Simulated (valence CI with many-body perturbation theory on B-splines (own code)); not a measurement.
**Gd LVII in brief**

Level of theory: configuration interaction combined with many-body perturbation theory (CI+MBPT): six valence electrons over a frozen Dirac-Fock core [He], a basis of 9 s, 9 p, 8 d, 6 f, 3 g, 1 h functions for each j, with the one-electron correlation potential Σ1, the two-electron term Σ2, the three-electron term Σ3, Breit, model QED; selected CI, second order for the rest, scaled by the run's own slope (own B-spline code, finite nucleus).

The last digits are not significant, and no measured levels were compared; by estimate large intervals hold to a few tenths of a per cent, small ones and those within an open d or f shell to about a per cent. Among the levels kept, up to 2100 cm⁻¹ of a level comes from second order outside the variational space, and about a tenth of that is noise between levels of different J, which matters for small intervals.

Levels are named by their leading jj configuration (3d3/2^4 stands for four electrons in 3d with j = 3/2), which in mixed levels can hold well under half, so a name can repeat and another be missing.

Rates and lifetimes use the calculated energies. Strong lines usually hold to 10 to 20 %, long lifetimes can be off by a factor of two.

**Question.** What is the ground level?

**Answer.** (2s^2 2p1/2^2 2p3/2^2) J=2, composition 69 % 2s2 2p4 3P + 31 % 2s2 2p4 1D, g = 1.319.

**Question.** Name the longest-lived excited levels whose lifetime is computed, and their main decay.

**Answer.** (2s^2 2p1/2^2 2p3/2^2) J=0 at 49.0 eV lives 18.7 ms, mostly by E2 to (2s^2 2p1/2^2 2p3/2^2) J=2; (2s^2 2p1/2 2p3/2^3) J=2 at 737.9 eV lives 558 ps, mostly by M1 to (2s^2 2p1/2^2 2p3/2^2) J=2; (2s^2 2p1/2 2p3/2^3) J=1 at 719.8 eV lives 253 ps, mostly by M1 to (2s^2 2p1/2^2 2p3/2^2) J=2.

**Question.** How well does LS coupling describe the low levels?

**Answer.** Among the lowest 20 levels the leading LS term, summed over configurations, holds 59 % on average. For single configurations the figures are 59 % in LS and 99 % in jj coupling. Terms mix most in the J = 2 level at 6497.8 eV, where the leading one holds 25 %.

**Question.** Where does the other parity begin?

**Answer.** At (2s 2p1/2^2 2p3/2^3) J=2, 1048.3 eV.

**Question.** What are the static dipole polarisabilities of the lowest levels?

**Answer.** (2s^2 2p1/2^2 2p3/2^2) J=2 0.000131 (tensor 4.3e-06); (2s^2 2p1/2^2 2p3/2^2) J=0 0.000125 bohr³, of which the core gives 4.30e-07.
